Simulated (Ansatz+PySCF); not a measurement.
Values are calculated unless marked as measured or tabulated.
This PySCF input gave a total energy of -3277.38137 hartree.

```python
from pyscf import gto, scf

mol = gto.M(atom="""
Cu 0.000000 0.000000 -1.026860
Cu 0.000000 0.000000 1.026860
""", basis='def2-svp', charge=0, spin=0)
mf = scf.RHF(mol)
mf.init_guess = 'minao'
mf.kernel()
while True:  # follow internal instabilities
    mo, _, stable, _ = mf.stability(return_status=True)
    if stable: break
    mf.kernel(mf.make_rdm1(mo, mf.mo_occ))
print(mf.converged, mf.e_tot, mf.spin_square()[0])
```

Q: Write an input for Ansatz with the same method and basis set.

A:

```yaml
crystal:
  periodic: [false, false, false]
  atoms:
    - { symbol: Cu, position_ang: [0.0, 0.0, -1.02686] }
    - { symbol: Cu, position_ang: [0.0, 0.0, 1.02686] }
basis:
  gaussian: { orbitals: def2-SVP }
hamiltonian:
  xc: hf
```

Ansatz (development build ahead of 0.2.0) gave -3277.38137 hartree, 0.03 meV from the first.
